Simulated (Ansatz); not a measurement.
CH$_{4}$ClF$_{2}$NOW (`C[N]=[W]([OH])([F])([F])[Cl]`), 11 atoms. Charge 0, multiplicity 1. Correlated methods include outer-core shells of W, which these sets cover unevenly. W: def2 effective core potential. All runs use 4 threads of an Arm Neoverse V2 on a shared host. Correlated methods freeze the cores.

How many basis functions does each run have, and how long does it take in Ansatz? RKS PBE0-D4/def2-QZVPP energy; RKS PBE0-D4/def2-TZVP frequencies; RKS ωB97M-V/def2-TZVPP energy and forces; RKS revPBE-D4/def2-TZVPP energy; RHF-MP2/def2-QZVPP energy; RHF-MP2/def2-TZVPP energy; RKS ωB97M-V/def2-QZVPP energy; RKS B97M-V/def2-TZVPP energy; RKS PBE0-D4/def2-SVP energy; RKS PBE0-D4/def2-TZVP relaxation (12 steps); RHF-CCSD(T)/def2-SVP energy; RKS PBE-QIDH (frozen core)/def2-TZVPP energy. (Best estimate.)

Ansatz gave: Other jobs shared the machine, so times are rough.

| level | job | functions | wall time | peak host memory (GiB) |
| --- | --- | --- | --- | --- |
| RKS PBE0-D4/def2-SVP | energy | 140 | 1.8 s | 0.6 |
| RKS revPBE-D4/def2-TZVPP | energy | 309 | 3.3 s | 0.5 |
| RHF-MP2/def2-TZVPP | energy | 309 | 8.5 s | 1 |
| RKS PBE-QIDH (frozen core)/def2-TZVPP | energy | 309 | 13 s | 1.1 |
| RKS PBE0-D4/def2-QZVPP | energy | 556 | 13 s | 2.7 |
| RKS B97M-V/def2-TZVPP | energy | 309 | 16 s | 0.63 |
| RKS ωB97M-V/def2-TZVPP | energy and forces | 309 | 19 s | 1.4 |
| RKS ωB97M-V/def2-QZVPP | energy | 556 | 29 s | 3.2 |
| RHF-CCSD(T)/def2-SVP | energy | 140 | 40 s | 1.3 |
| RHF-MP2/def2-QZVPP | energy | 556 | 42 s | 4.1 |
| RKS PBE0-D4/def2-TZVP | relaxation (12 steps) | 256 | 75 s | 0.88 |
| RKS PBE0-D4/def2-TZVP | frequencies | 256 | 4.4 min | 0.89 |
